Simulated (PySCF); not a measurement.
C₅H₄F₃NO.
SMILES: `NC(=O)/C=C/C(F)=C(F)F`

A PySCF run (density fitting, gas phase, GFN2-xTB geometry) gave HOMO -7.29 eV, LUMO -2.04 eV, dipole 3.13 D and E = -621.338 Eh.

Question: Which of these levels was it?
A. BP86/ANO-RCC-VDZP
B. PBE0/def2-SVPD
C. PBE0/3-21G
D. HCTH407/3-21G
E. B97-2/pcSseg-1

Answer: B. It is PBE0/def2-SVPD. All candidates on this geometry:

```tsv
level and settings	kind	basis functions	SCF cycles	E (Eh)	HOMO (eV)	LUMO (eV)	dipole (D)
HCTH407/3-21G	GGA	98	18	-618.8490	-5.54	-2.29	2.90
BP86/ANO-RCC-VDZP, energy threshold 1e-06 Eh, level shift 0.3 Eh	GGA	160	12	-622.6120	-5.96	-2.71	3.07
B97-2/pcSseg-1	global hybrid	190	17	-622.1470	-6.95	-1.96	3.06
PBE0/def2-SVPD	global hybrid	244	17	-621.3377	-7.29	-2.04	3.13
PBE0/3-21G	global hybrid	98	17	-618.3556	-6.76	-1.47	3.02
```

The nearest other candidate, by the summed differences of HOMO and LUMO, is B97-2/pcSseg-1: its HOMO differs by +0.34 eV and its LUMO by +0.08 eV. Cycle counts include a coarse-grid stage where the run had one. ANO-RCC sets were contracted for a scalar-relativistic Hamiltonian, but ran non-relativistically here.

Conformer computed: `[NH2:1][C:2](=[O:3])/[CH:4]=[CH:5]/[C:6]([F:7])=[C:8]([F:9])[F:10]`: N1–C2–C4–C5 180°, C4–C5–C6–F7 0°, H–N1–C2–O3 0°, H–N1–C2–O3 180°.
